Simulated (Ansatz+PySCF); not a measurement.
The numbers below are computed, except where a source is named.
## PySCF 2.14.0 run

```python
from pyscf import gto, scf, mp

mol = gto.M(atom="""
H 0.000000 0.000000 0.000000
H 0.000000 0.000000 1.000000
H 0.000000 0.000000 2.000000
H 0.000000 0.000000 3.000000
H 0.000000 0.000000 4.000000
H 0.000000 0.000000 5.000000
H 0.000000 0.000000 6.000000
H 0.000000 0.000000 7.000000
""", basis='6-31g*', charge=0, spin=0)
mf = scf.RHF(mol)
mf.kernel()
pt = mp.MP2(mf, frozen=None).run()
print(mf.e_tot, pt.e_corr, pt.e_tot)
```

The script is written out from the run's settings.

Results

* Converged: yes
* Reference energy: -4.29508 hartree
* Correlation energy: -0.09264 hartree
* Total energy: -4.38772 hartree

Caution: bonds are stretched, where a single reference can fail.
